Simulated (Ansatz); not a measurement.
Relaxation of BrCl$_{2}$GaH$_{2}$ (6 atoms, charge 0, multiplicity 1), to a largest force component of 0.03 eV/Å in at most 50 steps.

Method: RKS PBE/def2-SVP in Ansatz 0.2.0.

```xyz
6
Properties=species:S:1:pos:R:3
Ga 0.030 -0.716 -0.434
H 0.007 0.157 2.194
Cl 1.866 0.254 -0.958
Cl -1.846 0.192 -0.931
Br 0.080 -2.871 0.586
H 0.020 -0.560 2.089
```

Task: Where does it end, and by what steps?

Result: It converged. After 6 steps the energy has fallen by 0.141 eV; Br5 moved furthest, 0.34 Å.

| step | energy less start (eV) | largest force component (eV/Å) | accepted |
| --- | --- | --- | --- |
| 0 | 0.0000 | 1.897 | yes |
| 1 | -0.1304 | 0.141 | yes |
| 2 | -0.1341 | 0.162 | yes |
| 3 | -0.1377 | 0.141 | yes |
| 4 | -0.1396 | 0.146 | yes |
| 5 | -0.1409 | 0.131 | yes |
| 6 | -0.1413 | 0.009 | yes |

```xyz
6
Properties=species:S:1:pos:R:3
Ga 0.030 -0.827 -0.406
H 0.003 0.336 2.076
Cl 1.855 0.219 -0.834
Cl -1.836 0.147 -0.823
Br 0.075 -3.006 0.279
H 0.030 -0.413 2.253
```

Whether the end is a true minimum wasn't checked by a vibrational analysis.

Run time: 4.4 s on 4 threads of Intel(R) Xeon(R) 6975P-C (Granite Rapids) (shared host), peak memory 0.2 GiB.
